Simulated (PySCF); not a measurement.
# Magnetisability: SMILES CCC(C)(C)NNC1CC1, C$_{8}$H$_{18}$N$_{2}$

Geometry:
| atom | x (Å) | y (Å) | z (Å) |
| --- | --- | --- | --- |
| C1 | -2.817 | 0.994 | -1.169 |
| C2 | -1.380 | 0.934 | -0.669 |
| C3 | -1.093 | -0.120 | 0.413 |
| C4 | -1.486 | -1.530 | -0.056 |
| C5 | -1.820 | 0.209 | 1.718 |
| N6 | 0.338 | -0.018 | 0.704 |
| N7 | 1.164 | -0.311 | -0.409 |
| C8 | 2.395 | 0.411 | -0.356 |
| C9 | 3.620 | -0.129 | 0.337 |
| C10 | 3.561 | -0.056 | -1.164 |
| H11 | -3.508 | 1.228 | -0.363 |
| H12 | -3.117 | 0.053 | -1.623 |
| H13 | -2.905 | 1.773 | -1.923 |
| H14 | -0.713 | 0.726 | -1.507 |
| H15 | -1.097 | 1.905 | -0.260 |
| H16 | -2.565 | -1.631 | -0.110 |
| H17 | -1.113 | -2.275 | 0.647 |
| H18 | -1.064 | -1.732 | -1.038 |
| H19 | -1.576 | -0.524 | 2.485 |
| H20 | -1.521 | 1.192 | 2.072 |
| H21 | -2.896 | 0.199 | 1.569 |
| H22 | 0.575 | -0.582 | 1.523 |
| H23 | 1.342 | -1.312 | -0.522 |
| H24 | 2.207 | 1.475 | -0.285 |
| H25 | 4.266 | 0.556 | 0.864 |
| H26 | 3.562 | -1.107 | 0.793 |
| H27 | 3.459 | -0.981 | -1.711 |
| H28 | 4.163 | 0.681 | -1.672 |

Method used: PySCF, GIAO revPBE/MINI magnetisability, rotational g tensor and spin-rotation constants, non-relativistic, gas phase. Geometry: GFN2-xTB.

(1) What are the magnetisability and the molar susceptibility?

(2) Split it along the inertial axes a, b, c into diamagnetic and paramagnetic parts about the centre of mass, with the quadrupole moment.

(3) And the rotational g tensor?

## Answers

(1) Isotropic -2195 × 10⁻³⁰ J/T², or -132.2 × 10⁻⁶ cm³/mol; principal values -2290, -2187, -2110 × 10⁻³⁰ J/T², anisotropy 156 × 10⁻³⁰ J/T² (root of half the summed squared differences of the principal values). The susceptibility is in cgs units.

(2) 
| axis | χ (10⁻⁶ cm³/mol) | diamagnetic (10⁻⁶ cm³/mol) | paramagnetic (10⁻⁶ cm³/mol) | summed x² of all electrons (Å²) | quadrupole Θ (D Å) |
| --- | --- | --- | --- | --- | --- |
| a | -133.4 | -684.9 | 551.5 | 436.8 | -2.40 |
| b | -127.9 | -2124.1 | 1996.2 | 97.6 | +0.85 |
| c | -135.3 | -2267.1 | 2131.8 | 63.9 | +1.55 |

Anisotropies 2χaa − χbb − χcc = -3.6 and 2χbb − χaa − χcc = +12.9 × 10⁻⁶ cm³/mol. Θ is traceless in Buckingham's convention.

(3) 
| axis | rotational constant (GHz) | g | nuclear part | electronic part |
| --- | --- | --- | --- | --- |
| a | 2.5359 | -0.0004 | 0.6566 | -0.6570 |
| b | 0.6406 | -0.0023 | 0.5984 | -0.6007 |
| c | 0.5969 | -0.0002 | 0.5976 | -0.5978 |

Asymmetric top; isotopes 12C, 1H, 14N; no vibrational averaging.
